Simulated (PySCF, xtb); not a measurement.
CH8O2Si3, SMILES C[Si@H]1O[SiH2][Si@@H]1O. Atoms are numbered in the order given.

```xyz
14

C      2.5341    -0.7206    -1.0282
Si     1.2614    -0.1058     0.2039
O      0.6874     1.4358    -0.2452
Si    -1.0119     1.4804    -0.2940
Si    -0.9911    -0.8743     0.0640
O     -1.8152    -1.6279     1.3153
H      2.1000    -0.7944    -2.0373
H      3.3929    -0.0307    -1.0706
H      2.9060    -1.7160    -0.7348
H      1.8656    -0.0548     1.5708
H     -1.5621     2.3390     0.7985
H     -1.4782     2.0349    -1.5988
H     -1.2969    -1.6919    -1.1438
H     -1.7273    -1.2291     2.1893
```

Geometry optimised at B3LYP-D3(BJ)/def2-SVP. The structure was generated by enumeration; whether it is a known compound was not checked. Other conformers were not sampled.

The numbers are results of IEF-PCM-M06-2X/def2-SVP (PySCF), not measurements.

The values are the electrostatic part of the solvation free energy, E(continuum) − E(gas) at the gas-phase geometry, in a cavity of scaled van der Waals radii (PySCF's table); cavitation and dispersion terms are not included. In vacuum the orbital gap is 7.85 eV. The dipole moment in vacuum is 0.95 D.

```json
[
 {"solvent": "water", "ε": "78.36", "ΔG(elec) (kcal/mol)": "-5.8", "dipole (D)": "1.30", "gap (eV)": "7.92"},
 {"solvent": "chlorobenzene", "ε": "5.70", "ΔG(elec) (kcal/mol)": "(withheld)", "dipole (D)": "(withheld)", "gap (eV)": "(withheld)"},
 {"solvent": "1-octanol", "ε": "9.86", "ΔG(elec) (kcal/mol)": "-5.0", "dipole (D)": "1.23", "gap (eV)": "7.91"}
]
```

Question: Fill in the missing entries. (Estimate from the structure and the level; the computed values follow.)

Answer: 
- chlorobenzene, ΔG(elec) (kcal/mol): -4.3
- chlorobenzene, dipole (D): 1.19
- chlorobenzene, gap (eV): 7.90

For comparison, GFN2-xTB/ALPB(water) (xtb, at the GFN2-xTB geometry, all terms of that model) gives -4.3 kcal/mol.
